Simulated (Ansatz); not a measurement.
# Nudged elastic band run: BH8NOSi

Input:

```yaml
crystal:
  periodic: [false, false, false]
  atoms:
    - { symbol: B, position_ang: [0.103953, -0.683612, 0.341209] }
    - { symbol: "N", position_ang: [0.162934, -0.281375, 1.678892] }
    - { symbol: H, position_ang: [-0.643703, -0.284888, 2.293023] }
    - { symbol: H, position_ang: [1.037709, -0.12921, 2.168297] }
    - { symbol: H, position_ang: [1.128027, -0.742531, -0.294647] }
    - { symbol: H, position_ang: [-0.975312, -0.926346, -0.143441] }
    - { symbol: O, position_ang: [-0.211922, 2.571148, 0.707271] }
    - { symbol: Si, position_ang: [-1.796323, 2.959631, 0.39262] }
    - { symbol: H, position_ang: [-2.394824, 2.093148, -0.673858] }
    - { symbol: H, position_ang: [-2.65851, 2.82136, 1.614239] }
    - { symbol: H, position_ang: [-1.814542, 4.378702, -0.059061] }
    - { symbol: H, position_ang: [-0.048287, 1.675675, 1.039955] }
basis:
  gaussian: { orbitals: def2-SVP }
hamiltonian:
  xc: pbe0
  dispersion: d4
neb:
  order_check: false
  images: 5
  f_tol: 0.2
  max_iterations: 60
  final_atoms:
    - { symbol: B, position_ang: [-0.18673169, 0.5539462, 0.42159621] }
    - { symbol: "N", position_ang: [0.37849425, -0.16315958, 1.78331134] }
    - { symbol: H, position_ang: [-0.4036349, -0.41981777, 2.38813429] }
    - { symbol: H, position_ang: [0.92680124, -0.9984915, 1.57829327] }
    - { symbol: H, position_ang: [0.828309, 0.82770347, -0.2217282] }
    - { symbol: H, position_ang: [-0.87882409, -0.31238772, -0.11865379] }
    - { symbol: O, position_ang: [-0.90950707, 1.68705063, 0.94873713] }
    - { symbol: Si, position_ang: [-1.95102633, 2.69419229, 0.17070925] }
    - { symbol: H, position_ang: [-3.10399773, 1.94912917, -0.43295304] }
    - { symbol: H, position_ang: [-2.48970745, 3.66444841, 1.17206432] }
    - { symbol: H, position_ang: [-1.2838178, 3.47159099, -0.92339053] }
    - { symbol: H, position_ang: [0.96284258, 0.49749741, 2.29837874] }
  initial_path:
    images:
      - { positions_ang: [[0.103953, -0.683612, 0.341209], [0.162934, -0.281375, 1.678892], [-0.643703, -0.284888, 2.293023], [1.037709, -0.12921, 2.168297], [1.128027, -0.742531, -0.294647], [-0.975312, -0.926346, -0.143441], [-0.211922, 2.571148, 0.707271], [-1.796323, 2.959631, 0.39262], [-2.394824, 2.093148, -0.673858], [-2.65851, 2.82136, 1.614239], [-1.814542, 4.378702, -0.059061], [-0.048287, 1.675675, 1.039955]] }
      - { positions_ang: [[0.06834989, -0.45885779, 0.23129571], [0.11048079, -0.18256161, 1.75635918], [-0.71878322, -0.27317363, 2.34489079], [0.98673795, 0.01169198, 2.25681893], [1.09368243, -0.50055137, -0.39244933], [-0.99553674, -0.62336327, -0.28859327], [-0.21297542, 2.24941956, 0.64848149], [-1.74173951, 2.80398436, 0.38397425], [-2.48055258, 1.95127372, -0.54082197], [-2.47320125, 2.85045684, 1.63777437], [-1.66855237, 4.14362538, -0.19037455], [-0.07870998, 1.47975781, 1.21714339]] }
      - { positions_ang: [[0.03274679, -0.23410357, 0.12138242], [0.05802758, -0.08374822, 1.83382637], [-0.79386343, -0.26145926, 2.39675858], [0.93576689, 0.15259396, 2.34534086], [1.05933787, -0.25857174, -0.49025166], [-1.01576147, -0.32038053, -0.43374553], [-0.21402883, 1.92769112, 0.58969198], [-1.68715603, 2.64833773, 0.3753285], [-2.56628116, 1.80939945, -0.40778593], [-2.28789251, 2.87955368, 1.66130975], [-1.52256274, 3.90854876, -0.3216881], [-0.10913296, 1.28384063, 1.39433178]] }
      - { positions_ang: [[-0.00285632, -0.00934936, 0.01146913], [0.00557438, 0.01506517, 1.91129355], [-0.86894365, -0.24974488, 2.44862637], [0.88479584, 0.29349595, 2.43386279], [1.0249933, -0.01659211, -0.58805399], [-1.03598621, -0.0173978, -0.5788978], [-0.21508225, 1.60596268, 0.53090246], [-1.63257254, 2.49269109, 0.36668275], [-2.65200974, 1.66752517, -0.2747499], [-2.10258376, 2.90865051, 1.68484512], [-1.37657311, 3.67347214, -0.45300166], [-0.13955594, 1.08792344, 1.57152017]] }
      - { positions_ang: [[-0.06414811, 0.17841583, 0.14817816], [0.129881, -0.04434308, 1.86863281], [-0.71384073, -0.30643584, 2.42846234], [0.89879764, -0.13716653, 2.14867295], [0.95943187, 0.26483975, -0.46594539], [-0.98359883, -0.11572777, -0.42548313], [-0.44655719, 1.632992, 0.67018069], [-1.73872381, 2.55985816, 0.30135825], [-2.8026724, 1.76139317, -0.32748428], [-2.23162499, 3.16058315, 1.51391819], [-1.34565468, 3.60617842, -0.60979795], [0.22791023, 0.89111476, 1.81380636]] }
      - { positions_ang: [[-0.1254399, 0.36618102, 0.28488718], [0.25418763, -0.10375133, 1.82597208], [-0.55873782, -0.36312681, 2.40829832], [0.91279944, -0.56782902, 1.86348311], [0.89387043, 0.54627161, -0.34383679], [-0.93121146, -0.21405774, -0.27206846], [-0.67803213, 1.66002131, 0.80945891], [-1.84487507, 2.62702522, 0.23603375], [-2.95333507, 1.85526117, -0.38021866], [-2.36066622, 3.41251578, 1.34299126], [-1.31473624, 3.5388847, -0.76659424], [0.59537641, 0.69430608, 2.05609255]] }
      - { positions_ang: [[-0.18673169, 0.5539462, 0.42159621], [0.37849425, -0.16315958, 1.78331134], [-0.4036349, -0.41981777, 2.38813429], [0.92680124, -0.9984915, 1.57829327], [0.828309, 0.82770347, -0.2217282], [-0.87882409, -0.31238772, -0.11865379], [-0.90950707, 1.68705063, 0.94873713], [-1.95102633, 2.69419229, 0.17070925], [-3.10399773, 1.94912917, -0.43295304], [-2.48970745, 3.66444841, 1.17206432], [-1.2838178, 3.47159099, -0.92339053], [0.96284258, 0.49749741, 2.29837874]] }
```

Command:

```bash
$ ansatz run input.yaml --threads 2 --pin off --max-ram 3072MiB --backend cpu --events-out ev --progress --plain --runs-dir out
```

Output, in part (warnings, iteration lines, the closing report on the highest movable image, with atoms numbered from 0):

```
NEB end point (image 0): max|allowed force component| = 2.408e-2 eV/Å (the criterion of neb.relax_end_points is 4.000e-2)
NEB end point (image 6): max|allowed force component| = 9.648e-3 eV/Å (the criterion of neb.relax_end_points is 4.000e-2)
NEB iter   1: max|band force component| = 1.774e1 eV/Å  barrier→ = 2.8702 eV  barrier← = 3.6196 eV  Δτ_max = 0.2000 Å  (172 SCF iters)
NEB iter   2: max|band force component| = 2.302e0 eV/Å  barrier→ = 1.1487 eV  barrier← = 1.8981 eV  Δτ_max = 0.2000 Å  (141 SCF iters)
NEB iter   3: max|band force component| = 3.813e0 eV/Å  barrier→ = 0.6734 eV  barrier← = 1.4228 eV  Δτ_max = 0.1003 Å  (138 SCF iters)
NEB iter   4: max|band force component| = 1.291e0 eV/Å  barrier→ = 0.4209 eV  barrier← = 1.1704 eV  Δτ_max = 0.1944 Å  (138 SCF iters)
NEB iter   5: max|band force component| = 6.385e-1 eV/Å  barrier→ = 0.3440 eV  barrier← = 1.0934 eV  Δτ_max = 0.1488 Å  (140 SCF iters)
NEB iter   6: max|band force component| = 7.564e-1 eV/Å  barrier→ = 0.2211 eV  barrier← = 0.9706 eV  Δτ_max = 0.0748 Å  (140 SCF iters)
NEB iter   7: max|band force component| = 4.769e-1 eV/Å  barrier→ = 0.1712 eV  barrier← = 0.9206 eV  CI = image 2  Δτ_max = 0.0749 Å  (142 SCF iters)
NEB iter   8: max|band force component| = 6.620e-1 eV/Å  barrier→ = 0.2325 eV  barrier← = 0.9819 eV  CI = image 2  Δτ_max = 0.0749 Å  (138 SCF iters)
NEB iter   9: max|band force component| = 6.012e-1 eV/Å  barrier→ = 0.3120 eV  barrier← = 1.0614 eV  CI = image 2  Δτ_max = 0.0745 Å  (143 SCF iters)
NEB iter  10: max|band force component| = 5.951e-1 eV/Å  barrier→ = 0.3704 eV  barrier← = 1.1198 eV  CI = image 2  Δτ_max = 0.0745 Å  (139 SCF iters)
NEB iter  11: max|band force component| = 4.902e-1 eV/Å  barrier→ = 0.3838 eV  barrier← = 1.1332 eV  CI = image 2  Δτ_max = 0.0800 Å  (140 SCF iters)
NEB iter  12: max|band force component| = 4.379e-1 eV/Å  barrier→ = 0.3707 eV  barrier← = 1.1202 eV  CI = image 2  Δτ_max = 0.1486 Å  (142 SCF iters)
NEB iter  13: max|band force component| = 4.010e-1 eV/Å  barrier→ = 0.4157 eV  barrier← = 1.1651 eV  CI = image 2  Δτ_max = 0.0623 Å  (139 SCF iters)
NEB iter  14: max|band force component| = 5.815e-1 eV/Å  barrier→ = 0.4065 eV  barrier← = 1.1559 eV  CI = image 2  Δτ_max = 0.0313 Å  (145 SCF iters)
NEB iter  15: max|band force component| = 5.194e-1 eV/Å  barrier→ = 0.4135 eV  barrier← = 1.1629 eV  CI = image 2  Δτ_max = 0.0626 Å  (138 SCF iters)
NEB iter  16: max|band force component| = 2.264e-1 eV/Å  barrier→ = 0.4134 eV  barrier← = 1.1628 eV  CI = image 2  Δτ_max = 0.0824 Å  (142 SCF iters)
NEB iter  17: max|band force component| = 1.670e-1 eV/Å  barrier→ = 0.4175 eV  barrier← = 1.1669 eV  CI = image 2  Δτ_max = 0.0000 Å  (270 SCF iters)
Total energy: -12208.39951560 eV, -448.6504070477 hartree
Atom 0 at    -0.094291     0.129534     0.347817 Å, force     0.004758    -0.076890     0.011318 eV/Å
Atom 1 at     0.196776    -0.046148     1.858940 Å, force     0.005620    -0.144662    -0.119144 eV/Å
Atom 2 at    -0.432711    -0.666096     2.360849 Å, force    -0.020432     0.035226     0.019325 eV/Å
Atom 3 at     1.153340    -0.286298     2.103028 Å, force     0.014013     0.050812     0.007033 eV/Å
Atom 4 at     0.879677     0.043823    -0.372606 Å, force    -0.008570     0.005855     0.002202 eV/Å
Atom 5 at    -1.120335    -0.407256    -0.032750 Å, force     0.002276     0.003845     0.006286 eV/Å
Atom 6 at    -0.408700     1.728809     0.595929 Å, force    -0.140015     0.161377     0.008598 eV/Å
Atom 7 at    -1.744338     2.699692     0.221331 Å, force     0.099134    -0.074926    -0.010907 eV/Å
Atom 8 at    -2.670045     1.949765    -0.670519 Å, force    -0.001664    -0.002739    -0.006337 eV/Å
Atom 9 at    -2.422275     3.048178     1.504433 Å, force    -0.014202     0.008937    -0.004065 eV/Å
Atom 10 at    -1.273499     3.944408    -0.446165 Å, force     0.002080    -0.002859    -0.006536 eV/Å
Atom 11 at    -0.174399     1.313292     1.594212 Å, force     0.057001     0.036025     0.092227 eV/Å
Dipole moment:    -0.110254     0.092802     0.463596 e Å
```

It converged. The threshold of 0.2 eV/Å is loose, so the images may lie well off the minimum-energy path. The order of the stationary point at the top wasn't checked. The orbitals stay closed-shell, which can raise the energy where a bond breaks towards radicals; this wasn't checked here.

Final band (atoms are numbered from 1 in the order of the input):

```tsv
image	path coordinate (Å)	energy (kcal/mol)	O7–H12 (Å)	B1–O7 (Å)	N2–H12 (Å)
0	0.00	0.0	0.97	3.29	2.07
1	1.19	1.0	0.97	2.80	2.06
2	2.39	9.6	1.11	1.65	1.43
3	3.23	-13.5	2.08	1.45	1.02
4	4.07	-15.5	2.37	1.44	1.02
5	4.91	-16.7	2.50	1.44	1.02
6	5.75	-17.3	2.60	1.44	1.02
```

Run time: 3.4 min on 2 threads of Arm Neoverse V1, on a shared host, peak memory 0.2 GiB.
